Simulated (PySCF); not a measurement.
# A small calculation by hand: chemical shift, span and skew from a shielding tensor

CH7ClFNSi2, SMILES F[Si@@](C)(Cl)N[SiH3]. Atoms are numbered in the order given.

```xyz
13

C      1.7481    -0.6976    -0.7840
Si     0.4639     0.3068     0.0821
F      0.5580     1.8265    -0.4839
Cl     0.8655     0.4561     2.1008
N     -1.1295    -0.3073    -0.0637
Si    -1.9119    -1.0969    -1.4112
H      1.7593    -1.7291    -0.4029
H      2.7409    -0.2532    -0.6200
H      1.5613    -0.7259    -1.8682
H     -1.7270    -0.0959     0.7330
H     -0.8895    -1.2493    -2.4861
H     -2.4282    -2.4457    -1.0265
H     -3.0613    -0.2961    -1.9313
```

Coordinates come from a PBE0-D3(BJ)/def2-SVP optimisation. The structure was generated by enumeration; whether it is a known compound was not checked. The values are those of a single conformer.

GIAO shieldings from PBE/pcSseg-1 in PySCF, non-relativistic, no solvent. The symmetric part of the tensor of Si6 has the principal values 345.1, 379.1, 455.9 ppm. The same nucleus in TMS has σ = 335.4 ppm at this level (PySCF, at its B3LYP-D3(BJ)/def2-TZVP geometry). Without spin–orbit terms, shifts of atoms bonded to Cl or Br come out too high.

Q: Work out the isotropic shielding, the ²⁹Si shift against TMS, the span and the skew.

A: 
σ(iso) = (σ11 + σ22 + σ33)/3 = 393.4 ppm. δ = σ(ref) − σ(iso) = 335.4 − (393.4) = -58.0 ppm.
Span Ω = σ33 − σ11 = 110.8 ppm. Skew κ = 3(σ(iso) − σ22)/Ω = 0.39. Tumbling in solution averages the tensor to δ; in a static solid the shielding alone would spread this spin-1/2 line over Ω.
